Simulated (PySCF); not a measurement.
A side-by-side comparison of computed properties.

First species: C5H11NO3Si.
SMILES: `COC[C@@H]1C[Si@@H](C(N)=O)O1`

Second species: C6H6N2OSi.
SMILES: `N#CC/C=C/[Si@@H](C#N)C=O`

Levels: PBE0/pcSseg-1 for dipole moment, HOMO energy, LUMO energy and HOMO–LUMO gap; GFN2-xTB for rotational constant A and rotational constant C. Geometries: GFN2-xTB. All species are isolated and taken at one optimised geometry, non-relativistic unless stated. Electronic properties by PySCF.

The conformers computed, where there is a choice (atom-mapped SMILES and torsion angles):
- `[CH3:1][O:2][CH2:3][C@@H:4]1[CH2:5][Si@@H:6]([C:7]([NH2:8])=[O:9])[O:10]1`: C1–O2–C3–C4 179°, O2–C3–C4–C5 -68°, C5–Si6–C7–N8 71°, H–N8–C7–Si6 8°, H–N8–C7–Si6 177°
- `[N:1]#[C:2][CH2:3]/[CH:4]=[CH:5]/[Si@@H:6]([C:7]#[N:8])[CH:9]=[O:10]`: C2–C3–C4–C5 112°, C4–C5–Si6–C7 -2°, C5–Si6–C9–O10 111°

| property | column X | column Y |
| --- | --- | --- |
| dipole moment | 4.51 D | 3.13 D |
| HOMO energy | -7.63 eV | -7.01 eV |
| LUMO energy | -2.37 eV | -0.77 eV |
| HOMO–LUMO gap | 5.26 eV | 6.24 eV |
| rotational constant A | 1.536 GHz | 4.035 GHz |
| rotational constant C | 0.474 GHz | 0.446 GHz |

(1) Which column belongs to which species?

(2) How does each property change from the first species to the second?

Results:

(1) Column X is the second species and column Y the first. The first has 21 atoms and 86 electrons, the second 16 and 78.

(2) dipole moment +1.38 D; HOMO energy -0.62 eV; LUMO energy -1.60 eV; HOMO–LUMO gap -0.98 eV; rotational constant A -2.499 GHz; rotational constant C +0.028 GHz.

On the first: In atomic units the dipole is 1.23 e·bohr (1 au = 2.5417 D). A dipole of 3.13 D is allowed in C1, and pure rotational transitions are dipole-allowed.

On the second: In atomic units the dipole is 1.78 e·bohr (1 au = 2.5417 D). A dipole of 4.51 D is allowed in C1, and pure rotational transitions are dipole-allowed.
